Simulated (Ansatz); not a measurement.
Kohn–Sham single points on C₂H₆GeO, SMILES `[CH3][GeH]1[CH2][O]1`.

```yaml
crystal:
  periodic: [false, false, false]
  atoms:
    - {symbol: C, position_ang: [-0.864817, 1.393675, -0.041311]}
    - {symbol: Ge, position_ang: [0.356599, -0.010918, -0.572668]}
    - {symbol: C, position_ang: [0.857468, -1.421925, 0.594149]}
    - {symbol: O, position_ang: [-0.294821, -1.684203, -0.209499]}
    - {symbol: H, position_ang: [-1.691360, 1.454946, -0.750300]}
    - {symbol: H, position_ang: [-1.258554, 1.163437, 0.948291]}
    - {symbol: H, position_ang: [-0.354088, 2.356892, -0.010689]}
    - {symbol: H, position_ang: [0.944680, 0.067527, -1.983844]}
    - {symbol: H, position_ang: [0.660296, -1.332371, 1.663426]}
    - {symbol: H, position_ang: [1.727595, -2.038060, 0.365445]}
basis:
  gaussian: {orbitals: def2-TZVPP}
hamiltonian: {xc: {name: revPBE}, dispersion: d4}
output: {orbitals: {seedname: orbitals}}
```

```sh
$ ansatz run in.yaml --threads 4 --pin off --events-out ev --progress --plain --max-ram 10444MiB
```

It prints (some lines left out):

```
Functional definition: revPBE
1223 factors; their error is unknown
mean field evaluation 1: about -60715.4000 eV, gradient 9.0e1 eV
mean field evaluation 2: about -60604.1254 eV, gradient 2.2e2 eV
mean field evaluation 4: about -60731.6443 eV, gradient 2.0e1 eV
mean field evaluation 8: about -60732.3273 eV, gradient 2.2e-1 eV
mean field evaluation 16: about -60732.2992 eV, gradient 1.5e-4 eV
mean field -60732.29924404 eV, -2231.8708313875 hartree, gradient 3.5e-5 eV, S^2 0.000000; 0 other end points of the search recorded, 0 dependent functions left out
reference -60732.29929695 eV, -2231.8708333319 hartree; 29, 29 occupied and 196, 196 virtual orbitals, 1223 factors
Total energy: -60732.83501142 eV, -2231.8905204757 hartree
```

Run time 1.6 s (4 threads of an Arm Neoverse V2 on a shared host); peak host memory 0.27 GiB.

The same input with `hamiltonian: {xc: {name: wB97M-V}}` and forces (abridged; 9 s):

```
Functional definition: wB97M-V
mean field evaluation 16: about -60732.7680 eV, gradient 1.9e-4 eV
mean field -60732.76804428 eV, -2231.8880594787 hartree, gradient 2.7e-5 eV, S^2 0.000000
Total energy: -60732.76809085 eV, -2231.8880611900 hartree
Atom 0 force    -0.013416     0.037956     0.008138 eV/Å
Atom 1 force    -0.003849    -0.032654    -0.109694 eV/Å
Atom 2 force     0.271811     0.049568     0.198447 eV/Å
Atom 3 force    -0.179029    -0.034305    -0.123279 eV/Å
Atom 4 force     0.071090    -0.004694     0.061676 eV/Å
Atom 5 force     0.027975     0.020815    -0.076917 eV/Å
Atom 6 force    -0.050448    -0.071082     0.003133 eV/Å
Atom 7 force    -0.038824     0.005799     0.121970 eV/Å
Atom 8 force     0.015660    -0.024177    -0.111420 eV/Å
Atom 9 force    -0.100970     0.052773     0.027946 eV/Å
Dipole moment:     0.162809     0.545736     0.044334 e Å
```

Changing it to `hamiltonian: {xc: {name: B3LYP}, dispersion: d4}` and forces (abridged; 3.5 s):

```
Functional definition: B3LYP
mean field evaluation 16: about -60739.2602 eV, gradient 7.6e-5 eV
mean field -60739.26018227 eV, -2232.1266411490 hartree, gradient 2.4e-5 eV, S^2 0.000000
Total energy: -60739.53940051 eV, -2232.1369022303 hartree
Atom 0 force    -0.173551     0.177789     0.068085 eV/Å
Atom 1 force     0.187786     0.272687    -0.236911 eV/Å
Atom 2 force     0.303890    -0.162513     0.330183 eV/Å
Atom 3 force    -0.308379    -0.280992    -0.098578 eV/Å
Atom 4 force     0.039608     0.004373     0.043261 eV/Å
Atom 5 force     0.015615     0.021353    -0.055062 eV/Å
Atom 6 force    -0.032889    -0.049229    -0.000662 eV/Å
Atom 7 force    -0.003551    -0.004444    -0.016203 eV/Å
Atom 8 force     0.025882    -0.014624    -0.065121 eV/Å
Atom 9 force    -0.054411     0.035599     0.031007 eV/Å
Dipole moment:     0.156935     0.531428     0.053224 e Å
```

The same input with `hamiltonian: {xc: {name: B2PLYP}}` (abridged; 4.4 s):

```
Functional definition: B2PLYP
mean field evaluation 16: about -60716.8829 eV, gradient 3.6e-4 eV
mean field -60716.88288218 eV, -2231.3042905386 hartree, gradient 2.3e-6 eV, S^2 0.000000
12 core orbitals not correlated: weight in the atoms' cores, before any rotation towards them, 1.000 or more for the frozen orbitals, at most 0.000 for the correlated occupied ones
second order -28.05378464 eV of doubles, -0.00000000 eV of singles
Total energy: -60724.45757786 eV, -2231.5826554706 hartree
```

With the line `hamiltonian: {xc: r2scan, dispersion: d4}` and forces (abridged; 4.1 s):

```
Functional definition: r2SCAN
mean field evaluation 16: about -60735.3258 eV, gradient 7.2e-3 eV
mean field -60735.32584300 eV, -2231.9820568476 hartree, gradient 2.4e-5 eV, S^2 0.000000
Total energy: -60735.36759734 eV, -2231.9835912914 hartree
Atom 0 force    -0.052699     0.011311     0.010425 eV/Å
Atom 1 force     0.131435     0.194784    -0.083350 eV/Å
Atom 2 force     0.219432    -0.022318     0.190054 eV/Å
Atom 3 force    -0.266205    -0.145894    -0.137221 eV/Å
Atom 4 force     0.012601     0.002905     0.016393 eV/Å
Atom 5 force     0.008374     0.005266    -0.020532 eV/Å
Atom 6 force    -0.011095    -0.027619    -0.002910 eV/Å
Atom 7 force    -0.039444    -0.029338     0.032149 eV/Å
Atom 8 force    -0.006940     0.011442     0.005171 eV/Å
Atom 9 force     0.004540    -0.000539    -0.010180 eV/Å
Dipole moment:     0.135340     0.504977     0.056565 e Å
```

The same input with `hamiltonian: {xc: hse06, dispersion: d4}` (abridged; 2.6 s):

```
Functional definition: HSE06
mean field evaluation 16: about -60725.6702 eV, gradient 1.1e-4 eV
mean field -60725.67017230 eV, -2231.6272174945 hartree, gradient 2.6e-5 eV, S^2 0.000000
Total energy: -60725.80534983 eV, -2231.6321851769 hartree
```

B3LYP takes the VWN-RPA correlation (the form of Gaussian; ORCA's B3LYP/G).

HSE06 is the plane-wave form, built on full-range PBE exchange.
